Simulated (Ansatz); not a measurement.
Kohn–Sham single points on BH$_{6}$InOSi.

```yaml
crystal:
  periodic: [false, false, false]
  atoms:
    - {symbol: B, position_ang: [-0.776787, 0.385332, -0.258309]}
    - {symbol: In, position_ang: [0.192911, 2.376248, 0.827524]}
    - {symbol: Si, position_ang: [0.954281, -0.605052, 0.476523]}
    - {symbol: O, position_ang: [-1.578993, -0.569269, -0.925717]}
    - {symbol: H, position_ang: [-0.379668, 1.369712, -0.984086]}
    - {symbol: H, position_ang: [-1.430351, 0.912126, 0.677414]}
    - {symbol: H, position_ang: [2.201901, 0.080059, 0.961042]}
    - {symbol: H, position_ang: [0.591793, -1.571008, 1.550345]}
    - {symbol: H, position_ang: [1.407087, -1.384127, -0.715807]}
    - {symbol: H, position_ang: [-1.099175, -1.045224, -1.605930]}
basis:
  gaussian: {orbitals: def2-TZVPP}
hamiltonian: {xc: pbe0, dispersion: d4}
output: {orbitals: {seedname: orbitals}}
```

```sh
$ ansatz run in.yaml --threads 4 --pin off --events-out ev --progress --plain --max-ram 10444MiB
```

It prints (some lines left out):

```
Functional definition: PBE0
1446 factors; their error is unknown
mean field evaluation 1: about -15860.2746 eV, gradient 5.9e1 eV
mean field evaluation 2: about -15724.6175 eV, gradient 2.0e2 eV
mean field evaluation 4: about -15867.8849 eV, gradient 1.5e1 eV
mean field evaluation 8: about -15868.3440 eV, gradient 2.9e-1 eV
mean field evaluation 16: about -15868.4168 eV, gradient 3.4e-4 eV
mean field -15868.41682154 eV, -583.1535621922 hartree, gradient 4.9e-5 eV, S^2 0.000000; 0 other end points of the search recorded, 0 dependent functions left out
reference -15868.41685776 eV, -583.1535635233 hartree; 27, 27 occupied and 211, 211 virtual orbitals, 1446 factors
Total energy: -15868.61869546 eV, -583.1609809220 hartree
```

Hardware: 4 threads of an Arm Neoverse V2 on a shared host. Wall time 3.6 s, peak host memory 0.6 GiB.

With the line `hamiltonian: {xc: lda}` (abridged; 1.2 s):

```
Functional definition: SPW92
mean field evaluation 16: about -15811.3974 eV, gradient 2.2e-4 eV
mean field -15811.39743642 eV, -581.0581384385 hartree, gradient 3.7e-5 eV, S^2 0.000000
Total energy: -15811.39748348 eV, -581.0581401676 hartree
```

With the line `hamiltonian: {xc: {name: revPBE}, dispersion: d4}` (abridged; 2.1 s):

```
Functional definition: revPBE
mean field evaluation 16: about -15873.9811 eV, gradient 2.7e-4 eV
mean field -15873.98110761 eV, -583.3580459337 hartree, gradient 6.4e-5 eV, S^2 0.000000
Total energy: -15874.62622323 eV, -583.3817534956 hartree
```

With the line `hamiltonian: {xc: {name: CAM-B3LYP}, dispersion: d4}` (abridged; 4.3 s):

```
Functional definition: CAM-B3LYP
mean field evaluation 16: about -15873.2381 eV, gradient 3.9e-4 eV
mean field -15873.23806054 eV, -583.3307394575 hartree, gradient 2.5e-5 eV, S^2 0.000000
Total energy: -15873.44697051 eV, -583.3384167576 hartree
```

With the line `hamiltonian: {xc: {name: LC-wPBE}}` (abridged; 2.6 s):

```
Functional definition: LC-wPBE
mean field evaluation 16: about -15871.2877 eV, gradient 6.8e-5 eV
mean field -15871.28773156 eV, -583.2590661896 hartree, gradient 2.1e-5 eV, S^2 0.000000
Total energy: -15871.28773157 eV, -583.2590661899 hartree
```

With the line `hamiltonian: {xc: r2scan, dispersion: d4}` and forces (abridged; 4.9 s):

```
Functional definition: r2SCAN
mean field evaluation 16: about -15874.6997 eV, gradient 8.5e-4 eV
mean field -15874.69971191 eV, -583.3844541549 hartree, gradient 5.6e-5 eV, S^2 0.000000
Total energy: -15874.75384702 eV, -583.3864435835 hartree
Atom 0 force     0.041448     0.068046     0.056675 eV/Å
Atom 1 force    -0.043399    -0.092893    -0.052970 eV/Å
Atom 2 force     0.048606     0.036871     0.036223 eV/Å
Atom 3 force    -0.087421    -0.061286    -0.035088 eV/Å
Atom 4 force     0.006258     0.037046     0.051370 eV/Å
Atom 5 force     0.036317     0.041273    -0.013447 eV/Å
Atom 6 force    -0.006933    -0.034608    -0.011218 eV/Å
Atom 7 force     0.001002     0.014479    -0.022855 eV/Å
Atom 8 force    -0.014878     0.017253     0.017618 eV/Å
Atom 9 force     0.019002    -0.026181    -0.026306 eV/Å
Dipole moment:     0.247406     0.556770     0.055820 e Å
```
